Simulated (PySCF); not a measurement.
# Tl: excitation energy

Tl [Xe] 4f14 5d10 6s2 6p1 (2P) → Tl [Xe] 4f14 5d10 6s2 6d1 (2D), as a difference of total energies. All numbers are calculated (PySCF 2.14, scalar relativity by spin-free X2C-1e, in x2c-TZVPPall with one added diffuse shell each of s, p, d, f type (12s8p7d4f, 99 functions)). Correlated levels: valence: [Xe] 4f14 5d10 frozen; valence and next inner shell: [Kr] 4d10 4f14 frozen. The calculations carry no spin-orbit coupling.

```csv
method,excitation energy (eV),error (eV)
UHF,3.713,-0.127
LDA,3.775,-0.065
PBE,3.529,-0.311
PBE0,3.659,-0.181
r2SCAN,3.789,-0.051
MP2 (valence),3.780,-0.060
SCS-MP2 (valence),3.777,-0.063
MP2 (valence and next inner shell),3.824,-0.016
SCS-MP2 (valence and next inner shell),3.765,-0.075
```

Reference: 3.840 eV (measured; NIST levels, between the centres of gravity of the two terms).

Errors of the correlated levels include the incompleteness of this basis and the frozen core.
